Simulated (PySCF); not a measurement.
C2H2N3, SMILES C1=NC=N[N]1 (connectivity only; charge and spin as stated), charge -1, multiplicity 1. Heavy atoms are numbered as in [CH:1]1=[N:5][N:4][CH:3]=[N:2]1. Hydrogens are named by the atom that carries them.

Geometry optimised at PBE0-D3(BJ)/def2-SVPD. The spin state was assumed, not searched. The isomer is the one that the SMILES or the coordinates give; other isomers of the formula were not compared.

Computed with KT2/pcSseg-1 (PySCF).

GIAO shieldings, no solvent; atoms alike by connectivity are averaged. δ = σ(ref) − σ: ¹³C against TMS (σ = 185.1 ppm); ¹⁵N against NH3 (σ = 266.2 ppm); ¹H against TMS (σ = 31.47 ppm), references at their B3LYP-D3(BJ)/def2-TZVP geometries, non-relativistic.

| nucleus | atoms | count | δ (ppm) |
|---|---|---|---|
| ¹³C | C1 (CH) | 2 | 140.2 |
| ¹⁵N | N4 | 2 | 336.0 |
| ¹⁵N | N2 | 1 | 258.6 |
| ¹H | H on C1 | 2 | 7.41 |
